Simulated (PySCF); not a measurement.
## Deuteron quadrupole couplings in `C[Si@@H]([N-][SiH3])O[SiH3]`

Species: CH₁₀NOSi₃ (charge -1).
Cartesian coordinates in Å at the PBE0-D3(BJ)/def2-SVP level; atoms count from 1:
```xyz
16
CH10NOSi3 angstrom
C      0.021   -2.332   -0.798
Si     0.173   -0.454   -0.975
N     -0.750    0.482    0.011
Si    -2.113    1.191    0.622
O      1.801   -0.120   -0.558
Si     2.033    1.003    0.639
H     -0.965   -2.681   -1.148
H      0.799   -2.854   -1.380
H      0.125   -2.618    0.261
H      0.110   -0.194   -2.468
H     -1.844    2.123    1.792
H     -3.184    0.259    1.181
H     -2.925    2.070   -0.324
H      1.593    2.398    0.325
H      1.547    0.614    2.001
H      3.537    1.097    0.783
```

Level: PBE0/pcSseg-1 (PySCF, non-relativistic); Q(2H) = 0.00286 b; rigid geometry, the same for H and D, with no vibrational averaging.

**Question.** Rank these positions by the coupling χzz of a deuteron there, largest first.
A. H14 (Si–H hydrogen)
B. H16 (Si–H hydrogen)
C. H7 (methyl hydrogen)

**Answer.** C (203 kHz), A (95 kHz), B (89 kHz).

**Question.** Give the electric field gradient Vzz (the principal value of largest size), its asymmetry and the 2H coupling at each hydrogen.

**Answer.** 
```json
{"atom": "H7", "bonded to": "C1", "bond length (Å)": "1.103", "Vzz (au)": "0.3017", "η": "0.03", "χzz (kHz)": "203"}
{"atom": "H8", "bonded to": "C1", "bond length (Å)": "1.103", "Vzz (au)": "0.3012", "η": "0.03", "χzz (kHz)": "202"}
{"atom": "H9", "bonded to": "C1", "bond length (Å)": "1.102", "Vzz (au)": "0.3017", "η": "0.03", "χzz (kHz)": "203"}
{"atom": "H10", "bonded to": "Si2", "bond length (Å)": "1.517", "Vzz (au)": "0.1299", "η": "0.03", "χzz (kHz)": "87"}
{"atom": "H11", "bonded to": "Si4", "bond length (Å)": "1.519", "Vzz (au)": "0.1307", "η": "0.00", "χzz (kHz)": "88"}
{"atom": "H12", "bonded to": "Si4", "bond length (Å)": "1.526", "Vzz (au)": "0.1268", "η": "0.00", "χzz (kHz)": "85"}
{"atom": "H13", "bonded to": "Si4", "bond length (Å)": "1.526", "Vzz (au)": "0.1271", "η": "0.00", "χzz (kHz)": "85"}
{"atom": "H14", "bonded to": "Si6", "bond length (Å)": "1.497", "Vzz (au)": "0.1416", "η": "0.07", "χzz (kHz)": "95"}
{"atom": "H15", "bonded to": "Si6", "bond length (Å)": "1.497", "Vzz (au)": "0.1415", "η": "0.07", "χzz (kHz)": "95"}
{"atom": "H16", "bonded to": "Si6", "bond length (Å)": "1.513", "Vzz (au)": "0.1322", "η": "0.01", "χzz (kHz)": "89"}
```

**Question.** Average by the element that carries the hydrogen.

**Answer.** on C: 203 kHz over 3 positions, mean bond length 1.103 Å; on Si: 89 kHz over 7 positions, mean bond length 1.514 Å.

**Question.** How does χzz go with the bond length over the 7 Si–H bonds?

**Answer.** A straight-line fit has a slope of -3.4 kHz for each 0.01 Å, with a correlation coefficient of -0.99, over lengths from 1.497 to 1.526 Å. The longer bonds have the smaller couplings here.

**Question.** A static deuteron (I = 1) shows a doublet split by (3/2)χ, (3/4)χ(1 + η) and (3/4)χ(1 − η) with the field along z, y and x of the gradient. What are these for H10?

**Answer.** With |χ| = 87.3 kHz and η = 0.026: 131, 67 and 64 kHz, to first order and without motion.

One conformer (not necessarily the lowest) at the PBE0-D3(BJ)/def2-SVP geometry, without solvent, vibrations or thermal averaging. The pcSseg-1 basis has no diffuse functions, a weakness for an anion. With a basis this small, the couplings can be 20 % off.
